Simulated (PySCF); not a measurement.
Electron correlation in As²⁺ (arsenic, charge +2)

[Ar] 3d10 4s2 4p1, 2P determinant. Calculation: PySCF 2.14, in x2c-TZVPPall; scalar relativity by spin-free X2C-1e. Frozen: [Ar] 3d10; 3 electrons correlated.

```csv
level,correlation energy (mhartree)
CCSD,-52.71
(T),-0.69
CCSD(T),-53.40
CCSDT,-53.62
```

Diagnostics: T1 = 0.0082, D1 = 0.0192, largest double amplitude 0.094.

Problem. Is a single reference adequate?

Solution. Mostly. T1 lies below 0.03, but a double amplitude of this size points to a near-degeneracy that CCSD handles and MP2 describes poorly.
